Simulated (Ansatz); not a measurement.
Species: CAuClO (charge 0, triplet). The spin state was set by rule; other spins were not relaxed. 
Structure (B3LYP-D3(BJ)/def2-TZVP (Ansatz, a first-principles code) minimum search):
```xyz
4

Au    -0.3384    -0.1020    -0.0636
Cl     0.7896     1.7048    -1.1185
O      0.9847    -1.8562     2.0451
C      0.9054    -1.0119     1.2802
```
Charge 0, spin multiplicity 3.

Basis-set convergence of Hartree-Fock and MP2 correlation energies (hartree) with Ansatz. Correlated levels leave the core frozen unless marked. Open shells are spin-unrestricted. Spin-orbit coupling is left out. Frozen are the shells of the preceding noble gas and the d and f shells that filled before the atom's block. Past Kr the def2 sets carry scalar-relativistic core potentials.

```tsv
basis	functions	E(HF)	E(corr, MP2)
def2-SVP	78	-706.71442	-0.69648
def2-TZVPP	160	?	?
```

Problem. Complete the blanks.

Solution. 
- def2-TZVPP, E(HF): -707.02748
- def2-TZVPP, E(corr, MP2): -0.93428
